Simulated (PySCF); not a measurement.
C3H9GeO4, SMILES C[O][Ge]([O])([O]C)[O]C, doublet, GFN2-xTB optimised geometry.

```
17

C     -1.38    -2.16     1.09
O     -1.71    -0.82     1.25
Ge    -1.40     0.41     0.00
O     -2.08     1.86     0.00
O     -1.74    -0.66    -1.44
C     -1.91    -0.22    -2.74
O      0.44     0.41     0.00
C      1.23     1.53     0.22
H     -2.11    -2.74     1.66
H     -1.43    -2.47     0.04
H     -0.38    -2.36     1.49
H     -2.66     0.57    -2.81
H     -0.97     0.13    -3.18
H     -2.28    -1.08    -3.31
H      2.08     1.47    -0.47
H      1.63     1.51     1.24
H      0.69     2.47     0.05
```

Density from unrestricted B3LYP/def2-SVP in PySCF at that geometry.

Minimum of the electron density along straight lines between bonded atoms, close to the bond critical point (lines longer than 1.1 times the sum of covalent radii, or with two minima, are not listed):

```tsv
bond	length / Å	ρ at the minimum / e bohr⁻³	∇²ρ there / e bohr⁻⁵	position (fraction from the first atom)
C1–O2	1.391	0.260	-0.27	0.34
O2–Ge3	1.778	0.138	0.64	0.53
Ge3–O4	1.605	0.210	1.34	0.48
Ge3–O5	1.822	0.122	0.54	0.47
O5–C6	1.390	0.263	-0.30	0.66
Ge3–O7	1.837	0.119	0.51	0.47
O7–C8	1.388	0.265	-0.31	0.66
C1–H9	1.095	0.281	-1.06	0.63
C1–H10	1.095	0.282	-1.08	0.64
C1–H11	1.094	0.281	-1.06	0.63
C6–H12	1.095	0.280	-1.06	0.64
C6–H13	1.093	0.281	-1.07	0.63
C6–H14	1.096	0.280	-1.07	0.64
C8–H15	1.097	0.278	-1.05	0.64
C8–H16	1.097	0.279	-1.05	0.63
C8–H17	1.093	0.283	-1.08	0.64
```
